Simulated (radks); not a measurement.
The numbers below are computed, except where a source is named.
Mean orbital radii <r> (bohr) of neutral scandium, [Ar] 3d1 4s2, at several levels of relativity; Dirac values are averaged over j with weights 2j + 1. Spin-unpolarised spherical Kohn-Sham, LDA (Slater exchange, Perdew-Wang correlation), point nucleus unless stated (finite: rms radius 3.5459 fm), a radial shooting solver on a logarithmic mesh with Libxc functionals. A level marked "c x" has the speed of light scaled by that factor and shares open shells by 2j + 1; other Dirac levels either fill j = l - 1/2 first or share by 2j + 1.

shell  non-rel.  scalar-rel.  Dirac, low j first  Dirac, 2j+1 shares, finite nucleus  change of magnitude, last against first (%)
1s      0.07375      0.07320             0.07320                             0.07320                                        -0.75
2s       0.3472       0.3446              0.3444                              0.3444                                        -0.78
2p       0.3091       0.3082              0.3082                              0.3082                                        -0.31
3s        1.084        1.077               1.077                               1.077                                        -0.63
3p        1.172        1.171               1.171                               1.171                                        -0.15
4s        3.707        3.686               3.687                               3.686                                        -0.56
3d        1.833        1.855               1.856                               1.855                                        +1.19
